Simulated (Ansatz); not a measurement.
Consider the hydrogenolysis of the In–N bond: `C[NH][InH][OH]` + H₂ → `[OH][InH2]` + CH₃NH₂.

Calculated with Ansatz (gas phase, PBE0-D4/def2-TZVP geometries, no zero-point term in ΔE). CBS: MP2 limit from def2 TZ/QZ plus the TZ coupled-cluster correction, frozen cores. This one scheme is used for every species. Functionals use def2-TZVPP. B3LYP here is the variant with VWN-RPA as its local correlation; programs differ in this. Elements past krypton have def2 core potentials. For In outer-core shells are correlated without core-valence functions, which leaves a few kJ/mol of doubt a bond. Each species was taken in one conformer, which may not be the lowest.

CCSD(T)/CBS gives -3.0 kJ/mol.

**Question.** Another level gave -5.8 kJ/mol. Which?
A. SCS-MP2/def2-TZVPP
B. HF/def2-TZVPP
C. B3LYP/def2-TZVPP
D. r2SCAN/def2-TZVPP

**Answer.** A. SCS-MP2/def2-TZVPP -5.8, r2SCAN -13.0, B3LYP -22.5, HF/def2-TZVPP -38.1 kJ/mol.

Largest T1 diagnostic among the species: 0.017.

From PBE to PBE0 (25 % exact exchange), in def2-TZVPP and without D4, ΔE moves by −5.6 kJ/mol. In def2-TZVPP, CCSD(T) changes the Hartree–Fock value by +29.0 kJ/mol (the triples alone add +6.2 kJ/mol) and MP2 by +38.8 kJ/mol. The D4 term adds +9.4 kJ/mol with B3LYP and +5.2 kJ/mol with PBE0; it sums over pairs of atoms, weighted by their polarisabilities, and B3LYP, whose exchange is more repulsive, gets the larger term.
